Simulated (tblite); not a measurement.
Compound: C9H10O.
Geometry (GFN2-xTB, Å), atoms numbered from 1 in this order:
```
atom  x, y, z in Å
C1     2.992    0.116    0.272
O2     1.834   -0.487    0.797
C3     0.666   -0.156    0.193
C4     0.410    0.652   -0.829
C5    -1.070    0.717   -1.164
C6    -1.498   -0.718   -1.404
C7    -1.232   -1.522   -0.390
C8    -0.573   -0.817    0.778
C9    -1.497    0.328    1.139
C10   -1.763    1.127    0.121
H11    3.825   -0.256    0.866
H12    3.137   -0.158   -0.778
H13    2.939    1.206    0.352
H14    1.114    1.226   -1.401
H15   -1.283    1.378   -2.001
H16   -1.969   -0.998   -2.329
H17   -1.442   -2.575   -0.339
H18   -0.327   -1.471    1.611
H19   -1.872    0.427    2.141
H20   -2.397    1.994    0.144
```

All values are computed: GFN2-xTB (tblite) harmonic vibrations without scaling, gas phase. This tight-binding method is rough: wavenumbers can miss measured ones by several per cent, in bad cases by 10 to 20. One conformer, not necessarily the lowest.

Harmonic wavenumbers (cm⁻¹): 87.4, 184.3, 217.3, 236.0, 346.2, 418.9, 445.4, 448.4, 455.9, 562.9, 604.3, 653.7, 674.6, 723.4, 759.1, 776.4, 841.0, 846.1, 854.9, 915.8, 970.4, 971.0, 973.2, 1032.2, 1038.9, 1052.0, 1097.0, 1113.4, 1125.8, 1158.0, 1178.7, 1198.7, 1222.5, 1232.4, 1233.6, 1261.1, 1277.8, 1290.8, 1398.8, 1463.4, 1484.4, 1655.4, 1680.9, 1719.2, 2930.1, 2947.3, 3014.0, 3028.6, 3029.9, 3118.1, 3119.5, 3135.4, 3136.2, 3144.1.

A = 2709, B = 1140, C = 1107 MHz; mass 134.073 u (most abundant isotopes); point group Cs, symmetry number 1.

Task: Zero-point energy?

Result: ½Σν̃ = 35742 cm⁻¹ = 427.58 kJ/mol.

Task: What is S at 400 K and 1 bar for an ideal gas of classical rigid rotors and harmonic oscillators?

Result: Translation 176.05, rotation 124.72, vibration 119.05: S = 419.8 J/(mol K).

Task: And Cp and H(400 K) − H(0)?

Result: Cp = 201.84 J/(mol K), of which vibrations give 168.58 (their classical limit is 54 R = 449.0); H(400 K) − H(0) = 42.11 kJ/mol without the zero-point energy, 28.80 from vibrations.

Task: How do the functions run with temperature in this model?

Result: 
| T (K) | S (J/(mol K)) | Cp (J/(mol K)) | H − H(0) (kJ/mol) | G − H(0) (kJ/mol) | ln q(vib) |
| --- | --- | --- | --- | --- | --- |
| 150 | 294.2 | 76.5 | 7.52 | -36.61 | 1.11 |
| 250 | 344.1 | 124.7 | 17.49 | -68.54 | 2.68 |
| 298.15 | 368.3 | 150.3 | 24.12 | -85.69 | 3.57 |
| 600 | 517.3 | 278.4 | 90.68 | -219.67 | 10.24 |
| 900 | 644.5 | 347.5 | 185.54 | -394.52 | 17.30 |

q(vib) and H(0) count from the zero-point level.

Task: What must be added to the electronic energy to get the Gibbs energy at 400 K and 1 bar?

Result: ZPE + [H(400 K) − H(0)] − T·S = 427.58 + 42.11 − 167.93 = 301.76 kJ/mol.

Task: Blend soft modes into free rotors: weight 1/[1 + (100 cm⁻¹/ν̃)⁴] for the oscillator and the rest for a rotor with moment μB/(μ + B), μ = h/(8π²ν), B = 10⁻⁴⁴ kg m². What vibrational entropy results?

Result: 116.27 J/(mol K) in place of 119.05, which changes −T·S at 400 K by +1.11 kJ/mol.

Hindered rotation and anharmonicity are outside this model. Other conformers, if any are populated, would add a mixing term that is left out.

Hardware: Arm Neoverse V1, one thread, no GPU, shared host with 32 logical CPUs at a one-minute load of 23. Cost: 0.83 s wall. The figure is for the frequency step alone.
